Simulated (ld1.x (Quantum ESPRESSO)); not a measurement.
## What one change does to a pseudopotential (krypton, TM)

| Item | Value |
| --- | --- |
| Element | Kr (Z = 36) |
| Generator | ld1.x (Quantum ESPRESSO) 7.5 |
| Type | norm-conserving Troullier–Martins (Kleinman–Bylander form) |
| Functional | PBE |
| Relativity | scalar-relativistic |
| Frozen core | [Ar] |
| Valence charge | 18 |
| Reference configuration | 3d10 4s2 4p6 |
| Partial waves | 4s (bound): rc 1.20 bohr; 4p (bound): rc 1.55 bohr; 3d (bound): rc 0.90 bohr |
| Local potential | the d channel |
| Core correction | none |

Change: wave 3d (bound): rc 0.90 bohr becomes 3d (bound): rc 0.76 bohr.

Cutoffs: the cutoffs (Ry, on a coarse ladder) from which the occupation-weighted sum of valence levels, in a spherical-Bessel basis at the reference potential, stays within 10 and 1 mRy of its value at 400 Ry; they do not see the model core or the augmentation charge, which bear on the density cutoff. Errors are all-electron minus pseudo energies relative to the spin-unpolarised reference configuration.

Question: How do hardness, ghosts and transferability respond?

Answer: Both files keep a bound ghost (p, s); the number of tests that count goes from 7 to 6; of the 6 tests that both files solve, the error grows in 5 and shrinks in 0 by more than 15 % and 0.3 meV (median size 5.4 → 8.5 meV); the range in which the s phases agree narrows (upper end 2.6 → 1.5). That the errors move this way runs against the usual rule that smaller radii transfer better.

| quantity | base | changed |
| --- | --- | --- |
| cutoff, loose | over 300 Ry | over 300 Ry |
| cutoff, tight | over 300 Ry | over 300 Ry |
| loose cutoff by channel (10 mRy a level) | s 45 Ry, p 50 Ry, d 300 Ry | s 45 Ry, p 50 Ry, d over 300 Ry |
| bound ghosts | s, p | s, p |
| tests counted (converged, no solver errors) | 7 of 7 | 6 of 7 |
| error for 3d10 4s2 4p5, meV [ΔE 14.29 eV] | -0.1 | +0.6 |
| error for 3d10 4s2 4p4, meV [ΔE 39.46 eV] | +7.9 | +12 |
| error for 3d10 4s2 4p3, meV [ΔE 76.54 eV] | +33 | +44 |
| error for 3d10 4s2 4p2, meV [ΔE 126.35 eV] | +87 | +112 |
| error for 3d10 4s1 4p6, meV [ΔE 28.80 eV] | +2.9 | +5.1 |
| error for 3d10 4s2 4p5.5, meV [ΔE 5.86 eV] | -0.6 | -0.5 |
| s: phases at 1.71 bohr within 0.05 rad from the reference energy up to (Ry; the scan ends near 5) | 2.6 | 1.5 |
| p: phases at 1.71 bohr within 0.05 rad from the reference energy up to (Ry; the scan ends near 5) | to the end of the scan | to the end of the scan |
| d: phases at 1.71 bohr within 0.05 rad from the reference energy up to (Ry; the scan ends near 5) | 0.6 | 1.4 |

Changed file: Tests not counted: 3d9 4s2 4p6 (solver errors, printed error -575 eV). A true bound ghost makes a file unfit for plane-wave use even where its test errors are small: the radial tests pick states by their node count and pass the ghost by. Where a test does run into it, the solver fails or the error is huge.
